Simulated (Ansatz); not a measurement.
Cartesian coordinates in Å:
```
F -2.1002 0.1663 -0.0542
C -1.0354 -0.6981 0.1764
C -0.1337 -0.7452 -1.0387
C 0.7782 0.4928 -0.9238
C 0.5804 1.0279 0.5086
C -0.1653 -0.0621 1.2487
F 0.7259 -1.0364 1.6855
H -1.4475 -1.6638 0.4769
H -0.7237 -0.7729 -1.9557
H 0.4532 -1.6652 -0.9953
H 1.8188 0.2235 -1.1079
H 0.5122 1.2526 -1.6593
H -0.0399 1.9268 0.5052
H 1.5128 1.2720 1.0193
H -0.7357 0.2818 2.1143
```

The species carries charge 0 and has multiplicity 1.

(1) List the r2SCAN/def2-TZVPP orbital energies in eV (the Gaussian-basis code of Ansatz). (Estimate.)

## Answers

(1) Computed: Occupied: -665.97, -665.97, -275.18, -275.17, -273.18, -273.18, -273.17, -31.57, -31.41, -22.10, -18.98, -18.69, -15.17, -15.15, -13.51, -13.36, -12.65, -11.98, -11.04, -10.78, -10.18, -9.83, -9.75, -8.87, -8.47, -8.20, -8.04, -7.71. Lowest empty: 0.84, 1.20, 2.09, 2.48, 2.56, 2.91, 3.07, 3.11.
